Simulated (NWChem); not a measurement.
System: germylsilane (GeSiH6); SMILES [SiH3][GeH3]

Here is an NWChem input.

```
start job
memory heap 200 mb stack 900 mb global 1100 mb
geometry units angstroms noautosym nocenter noautoz
  Si     0.000000     0.000000    -1.572497
  Ge     0.000000     0.000000     0.825378
  H     -0.103834     1.391274    -2.091379
  H      1.256796    -0.605714    -2.091379
  H     -1.152962    -0.785560    -2.091379
  H     -1.301704     0.626595     1.379676
  H      0.108205    -1.440606     1.379676
  H      1.193499     0.814011     1.379676
end
basis spherical
  * library def2-svpd
end
dft
  xc b3lyp
  iterations 150
end
tddft
  cis
  nroots 6
  notriplet
end
task tddft energy
```

NWChem printed, in part:

```
             Northwest Computational Chemistry Package (NWChem) 7.3.0
             --------------------------------------------------------

                             Geometry "geometry" -> ""
                             -------------------------

 Output coordinates in angstroms (scale by  1.889725989 to convert to a.u.)

  No.       Tag          Charge          X              Y              Z
 ---- ---------------- ---------- -------------- -------------- --------------
    1 Si                  14.0000     0.00000000     0.00000000    -1.57249700
    2 Ge                  32.0000     0.00000000     0.00000000     0.82537800
    3 H                    1.0000    -0.10383400     1.39127400    -2.09137900
    4 H                    1.0000     1.25679600    -0.60571400    -2.09137900
    5 H                    1.0000    -1.15296200    -0.78556000    -2.09137900
    6 H                    1.0000    -1.30170400     0.62659500     1.37967600
    7 H                    1.0000     0.10820500    -1.44060600     1.37967600
    8 H                    1.0000     1.19349900     0.81401100     1.37967600

 Effective nuclear repulsion energy (a.u.)     171.5958243304

                                 NWChem DFT Module
                                 -----------------

 Summary of "ao basis" -> "ao basis" (spherical)
 ------------------------------------------------------------------------------
       Tag                 Description            Shells   Functions and Types
 ---------------- ------------------------------  ------  ---------------------
 Si                        def2-svpd                10       24   5s3p2d
 Ge                        def2-svpd                14       38   6s4p4d
 H                         def2-svpd                 4        8   2s2p

            General Information
            -------------------
          SCF calculation type: DFT
          Wavefunction type:  closed shell.
          No. of atoms     :     8
          No. of electrons :    52
           Alpha electrons :    26
            Beta electrons :    26
          Charge           :     0
          Spin multiplicity:     1
          Use of symmetry is: off; symmetry adaption is: off
          Maximum number of iterations: 150
          AO basis - number of functions:   110
                     number of shells:    48
          Convergence on energy requested:  1.00D-06
          Convergence on density requested:  1.00D-05
          Convergence on gradient requested:  5.00D-04

              XC Information
              --------------
                         B3LYP Method XC Potential
                     Hartree-Fock (Exact) Exchange  0.200
                        Slater Exchange Functional  0.800 local
                    Becke 1988 Exchange Functional  0.720 non-local
              Lee-Yang-Parr Correlation Functional  0.810
                  VWN I RPA Correlation Functional  0.190 local

             Grid Information
             ----------------
          Grid used for XC integration:  medium
          Radial quadrature: Mura-Knowles
          Angular quadrature: Lebedev.
          Tag              B.-S. Rad. Rad. Pts. Rad. Cut. Ang. Pts.
          ---              ---------- --------- --------- ---------
          Si                  1.10       88          11.0       590
          Ge                  1.25      112          11.0       590
          H                   0.35       45          12.0       434
          Grid pruning is: on
          Number of quadrature shells:   470
          Spatial weights used:  Erf1

      Superposition of Atomic Density Guess
      -------------------------------------

 Sum of atomic energies:       -2366.77819554

      Non-variational initial energy
      ------------------------------

 Total energy =   -2367.384485
 1-e energy   =   -3639.951307
 2-e energy   =    1100.970998
 HOMO         =      -0.322189
 LUMO         =       0.045273

   convergence    iter        energy       DeltaE   RMS-Dens  Diis-err
 ---------------- ----- ----------------- --------- --------- ---------
 d= 0,ls=0.0,diis     1  -2369.7837937929 -2.54D+03  7.27D-03  1.92D-01
 d= 0,ls=0.0,diis     2  -2369.8048136821 -2.10D-02  2.20D-03  2.95D-02
 d= 0,ls=0.0,diis     3  -2369.8080188149 -3.21D-03  6.28D-04  3.94D-03
 d= 0,ls=0.0,diis     4  -2369.8085329694 -5.14D-04  1.25D-04  8.06D-05
 d= 0,ls=0.0,diis     5  -2369.8085474825 -1.45D-05  2.92D-05  4.60D-06
 d= 0,ls=0.0,diis     6  -2369.8085483315 -8.49D-07  6.33D-06  5.65D-07

         Total DFT energy =    -2369.808548331546
      One electron energy =    -3640.882672659858
           Coulomb energy =     1201.682577659785
    Exchange-Corr. energy =     -102.204277661868
 Nuclear repulsion energy =      171.595824330395

 Numeric. integr. density =       52.000023698990

                       DFT Final Molecular Orbital Analysis
                       ------------------------------------

 Vector   24  Occ=2.000000D+00  E=-3.376688D-01
              MO Center= -2.8D-02, -2.1D-01,  3.1D-01, r^2= 4.5D+00
   Bfn.  Coefficient  Atom+Function         Bfn.  Coefficient  Atom+Function
  ----- ------------  ---------------      ----- ------------  ---------------
    95      0.327386  7 H  s                 38     -0.273072  2 Ge py
    41     -0.220067  2 Ge py                63      0.214766  3 H  s
    87     -0.193800  6 H  s                 13      0.163883  1 Si py
    35      0.162829  2 Ge py                10      0.147110  1 Si py
   103     -0.133586  8 H  s                 71     -0.127231  4 H  s

 Vector   25  Occ=2.000000D+00  E=-3.376688D-01
              MO Center=  2.8D-02,  2.1D-01,  3.1D-01, r^2= 4.5D+00
   Bfn.  Coefficient  Atom+Function         Bfn.  Coefficient  Atom+Function
  ----- ------------  ---------------      ----- ------------  ---------------
   103      0.300907  8 H  s                 37      0.273072  2 Ge px
    87     -0.266143  6 H  s                 40      0.220066  2 Ge px
    79      0.197452  5 H  s                 71     -0.174533  4 H  s
    12     -0.163882  1 Si px                34     -0.162829  2 Ge px
     9     -0.147110  1 Si px               104      0.109547  8 H  s

[...]

                                NWChem TDDFT Module
                                -------------------

            General Information
            -------------------
           No. of orbitals :     220
            Alpha orbitals :     110
             Beta orbitals :     110
        Alpha frozen cores :       0
         Beta frozen cores :       0
     Alpha frozen virtuals :       0
      Beta frozen virtuals :       0
         Spin multiplicity :       1
    Number of AO functions :     110
        Use of symmetry is : off
      Symmetry adaption is : off
         Schwarz screening :  0.10D-07

              XC Information
              --------------
                  B3LYP Method XC Potential
              Hartree-Fock (Exact) Exchange   0.20
                 Slater Exchange Functional   0.80 local
             Becke 1988 Exchange Functional   0.72 non-local
       Lee-Yang-Parr Correlation Functional   0.81
           VWN I RPA Correlation Functional   0.19 local

             TDDFT Information
             -----------------
          Calculation type : Tamm-Dancoff TDDFT
         Wavefunction type : Restricted singlets
          No. of electrons :      52
           Alpha electrons :      26
            Beta electrons :      26
              No. of roots :       6
          Max subspacesize :    5200
            Max iterations :     100
               Target root :       1
           Target symmetry : none
      Symmetry restriction : off
                 Algorithm : Optimal
        Davidson threshold :  0.10D-03

    6 smallest eigenvalue differences (eV)
--------------------------------------------------------
  No. Spin  Occ  Vir  Irrep   E(Occ)    E(Vir)   E(Diff)
--------------------------------------------------------
    1    1   26   27 a        -0.298    -0.010     7.855
    2    1   26   28 a        -0.298     0.004     8.225
    3    1   26   29 a        -0.298     0.010     8.385
    4    1   26   30 a        -0.298     0.010     8.385
    5    1   25   27 a        -0.338    -0.010     8.929
    6    1   24   27 a        -0.338    -0.010     8.929
--------------------------------------------------------

  Entering Davidson iterations
  Restricted singlet excited states

  Iter   NTrls   NConv    DeltaV     DeltaE      Time
  ----  ------  ------  ---------  ---------  ---------
    1      6       0     0.78E-01   0.10+100       10.5
    2     12       0     0.16E-01   0.18E-01       10.5
    3     18       0     0.52E-02   0.46E-03       10.7
    4     24       0     0.12E-02   0.32E-04       10.1
    5     30       0     0.99E-03   0.13E-04       10.1
    6     36       4     0.57E-02   0.70E-04       10.1
    7     38       4     0.57E-02   0.71E-03        7.0
    8     40       4     0.15E-02   0.10E-03        6.9
    9     42       4     0.50E-03   0.99E-05        6.8
   10     44       4     0.13E-03   0.58E-06        6.8
   11     46       6     0.40E-04   0.38E-07       10.6
  ----  ------  ------  ---------  ---------  ---------
  Convergence criterion met

  Ground state a       -2369.808548331546 a.u.

  ----------------------------------------------------------------------------
  Root   1 singlet a              0.262735569 a.u.                7.1494 eV
  ----------------------------------------------------------------------------
     Transition Moments    X -0.00000   Y  0.00000   Z  0.84086
     Dipole Oscillator Strength                    0.1238432589
     Electric Quadrupole                           0.0000000819
     Magnetic Dipole                               0.0000000000
     Total Oscillator Strength                     0.1238433409

     Occ.   24  a   ---  Virt.   29  a        0.06048
     Occ.   25  a   ---  Virt.   30  a       -0.06048
     Occ.   26  a   ---  Virt.   27  a        0.85707
     Occ.   26  a   ---  Virt.   28  a        0.49553
  ----------------------------------------------------------------------------
  Root   2 singlet a              0.275400114 a.u.                7.4940 eV
  ----------------------------------------------------------------------------
     Transition Moments    X -0.07611   Y -0.36544   Z  0.00002
     Dipole Oscillator Strength                    0.0255822266
     Electric Quadrupole                           0.0000000053
     Magnetic Dipole                               0.0000000109
     Total Oscillator Strength                     0.0255822428

     Occ.   22  a   ---  Virt.   27  a        0.09079
     Occ.   22  a   ---  Virt.   28  a        0.05019
     Occ.   22  a   ---  Virt.   31  a        0.06451
     Occ.   22  a   ---  Virt.   32  a       -0.05306
     Occ.   23  a   ---  Virt.   31  a       -0.05306
     Occ.   23  a   ---  Virt.   32  a       -0.06451
     Occ.   24  a   ---  Virt.   27  a        0.09690
     Occ.   24  a   ---  Virt.   28  a       -0.10050
     Occ.   24  a   ---  Virt.   29  a        0.13726
     Occ.   24  a   ---  Virt.   30  a       -0.06310
     Occ.   24  a   ---  Virt.   33  a        0.09373
     Occ.   25  a   ---  Virt.   29  a        0.06310
     Occ.   25  a   ---  Virt.   30  a        0.13725
     Occ.   26  a   ---  Virt.   29  a       -0.93739
  ----------------------------------------------------------------------------
  Root   3 singlet a              0.275400408 a.u.                7.4940 eV
  ----------------------------------------------------------------------------
     Transition Moments    X  0.36544   Y -0.07611   Z -0.00003
     Dipole Oscillator Strength                    0.0255820709
     Electric Quadrupole                           0.0000000053
     Magnetic Dipole                               0.0000000109
     Total Oscillator Strength                     0.0255820871

     Occ.   22  a   ---  Virt.   31  a        0.05306
     Occ.   22  a   ---  Virt.   32  a        0.06451
     Occ.   23  a   ---  Virt.   27  a       -0.09079
     Occ.   23  a   ---  Virt.   28  a       -0.05019
     Occ.   23  a   ---  Virt.   31  a        0.06451
     Occ.   23  a   ---  Virt.   32  a       -0.05306
     Occ.   24  a   ---  Virt.   29  a        0.06310
     Occ.   24  a   ---  Virt.   30  a        0.13726
     Occ.   25  a   ---  Virt.   27  a        0.09690
     Occ.   25  a   ---  Virt.   28  a       -0.10051
     Occ.   25  a   ---  Virt.   29  a       -0.13725
     Occ.   25  a   ---  Virt.   30  a        0.06310
     Occ.   25  a   ---  Virt.   33  a        0.09373
     Occ.   26  a   ---  Virt.   30  a        0.93739
  ----------------------------------------------------------------------------
  Root   4 singlet a              0.277259424 a.u.                7.5446 eV
  ----------------------------------------------------------------------------
     Transition Moments    X -0.00001   Y -0.00000   Z -1.53890
     Dipole Oscillator Strength                    0.4377403712
     Electric Quadrupole                           0.0000001621
     Magnetic Dipole                               0.0000000000
     Total Oscillator Strength                     0.4377405334

     Occ.   24  a   ---  Virt.   29  a       -0.14386
     Occ.   24  a   ---  Virt.   30  a        0.05455
     Occ.   25  a   ---  Virt.   29  a        0.05456
     Occ.   25  a   ---  Virt.   30  a        0.14386
     Occ.   26  a   ---  Virt.   27  a       -0.45262
     Occ.   26  a   ---  Virt.   28  a        0.84636
     Occ.   26  a   ---  Virt.   33  a        0.12886
  ----------------------------------------------------------------------------
  Root   5 singlet a              0.295563050 a.u.                8.0427 eV
  ----------------------------------------------------------------------------
     Transition Moments    X -0.03937   Y -0.08326   Z  0.00000
     Dipole Oscillator Strength                    0.0016713651
     Electric Quadrupole                           0.0000002070
     Magnetic Dipole                               0.0000018830
     Total Oscillator Strength                     0.0016734551

     Occ.   24  a   ---  Virt.   27  a        0.18769
     Occ.   24  a   ---  Virt.   28  a        0.05463
     Occ.   25  a   ---  Virt.   27  a       -0.13607
     Occ.   26  a   ---  Virt.   29  a        0.06135
     Occ.   26  a   ---  Virt.   31  a       -0.90196
     Occ.   26  a   ---  Virt.   32  a       -0.34658
  ----------------------------------------------------------------------------
  Root   6 singlet a              0.295563181 a.u.                8.0427 eV
  ----------------------------------------------------------------------------
     Transition Moments    X  0.08328   Y -0.03934   Z -0.00000
     Dipole Oscillator Strength                    0.0016716758
     Electric Quadrupole                           0.0000002070
     Magnetic Dipole                               0.0000018830
     Total Oscillator Strength                     0.0016737658

     Occ.   24  a   ---  Virt.   27  a        0.13602
     Occ.   25  a   ---  Virt.   27  a        0.18775
     Occ.   25  a   ---  Virt.   28  a        0.05463
     Occ.   26  a   ---  Virt.   30  a       -0.06135
     Occ.   26  a   ---  Virt.   31  a       -0.34660
     Occ.   26  a   ---  Virt.   32  a        0.90195

              Target root =      1
          Target symmetry = none
      Ground state energy =  -2369.808548331546
        Excitation energy =      0.262735568825
     Excited state energy =  -2369.545812762721

  stored tddft:energy   -2369.5458127627207
```

Level: B3LYP/def2-SVPD, TDA. Coordinates come from a B3LYP/6-31G* (spherical d) optimisation.
